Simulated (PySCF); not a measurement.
Shieldings and the share of exact exchange

Molecule: SMILES F[C@H]1CC[SiH2][SiH2]1, C₃H₉FSi₂.

Cartesian coordinates in Å; atom numbers follow the order of the lines, from 1:
```xyz
15

F     0.8638   -0.9860    1.9909
C     0.9910   -1.0467    0.6049
C    -0.3992   -1.1798   -0.0010
C    -1.2765    0.0391    0.3168
Si   -0.3485    1.6318   -0.1796
Si    1.7603    0.6299    0.0275
H     1.6105   -1.9270    0.3615
H    -0.2839   -1.3027   -1.0934
H    -0.8696   -2.1072    0.3692
H    -1.4529    0.0787    1.4039
H    -2.2617   -0.0357   -0.1681
H    -0.6590    2.0338   -1.5874
H    -0.6353    2.7854    0.7247
H     2.7082    1.1636    1.0478
H     2.4730    0.4513   -1.2766
```

GIAO shieldings (ppm, equivalent atoms averaged) in PySCF on the PBE0-D3(BJ)/def2-SVP geometry, basis pcSseg-1, gas phase, non-relativistic:

| functional | exact exchange (%) | σ(F1) | σ(C2) | σ(C3) | σ(C4) |
| --- | --- | --- | --- | --- | --- |
| BLYP | 0 | 390.1 | 80.4 | 137.3 | 166.3 |
| BP86 | 0 | 392.4 | 85.9 | 142.4 | 171.1 |
| PBE | 0 | 390.0 | 86.2 | 142.8 | 171.5 |
| B3LYP | 20 | 408.4 | 88.0 | 143.2 | 171.7 |
| PBE0 | 25 | 412.1 | 95.2 | 149.4 | 177.6 |
| mPW1PW91 | 25 | 412.8 | 94.4 | 148.6 | 176.6 |
| HF | 100 | 456.3 | 113.1 | 161.3 | 187.8 |

Q: Fit each shielding as a line in the percentage of exact exchange.

A: σ(F1) = 393.0 + 0.65 x (rms 2.6 ppm); σ(C2) = 84.8 + 0.29 x (rms 2.5 ppm); σ(C3) = 141.4 + 0.21 x (rms 2.3 ppm); σ(C4) = 170.2 + 0.18 x (rms 2.2 ppm). The functionals also differ in their semilocal parts, which the line can't hold; Hartree–Fock has no correlation at all.

Q: What does the line predict for BHandHLYP (50 %), and what does the run give?

A: σ(F1): 425.5 predicted, 429.7 computed; σ(C2): 99.3 predicted, 97.8 computed; σ(C3): 151.9 predicted, 150.5 computed; σ(C4): 179.2 predicted, 178.3 computed ppm.
